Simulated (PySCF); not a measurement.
Ga(H)2(OMe) (CH5GaO), SMILES C[O][GaH2].

Coordinates come from a B3LYP-D3(BJ)/def2-SVP optimisation.

Calculation: PySCF with C-PCM-PBE0/def2-SVP.

The values are the electrostatic part of the solvation free energy, E(continuum) − E(gas) at the gas-phase geometry, in a cavity of scaled van der Waals radii (PySCF's table); cavitation and dispersion terms are not included. A continuum can't describe solvent molecules that bind to the metal. In vacuum the orbital gap is 6.61 eV. The dipole moment in vacuum is 1.15 D.

Computed values in water (ε = 78.36), benzene (ε = 2.27), n-hexane (ε = 1.88):
```
solvent       ε  ΔG(elec) (kcal/mol)  dipole (D)  gap (eV)
--------  -----  -------------------  ----------  --------
water     78.36                 -3.8        1.50      6.95
benzene    2.27                 -2.0        1.32      6.79
n-hexane   1.88                 -1.7        1.29      6.76
```
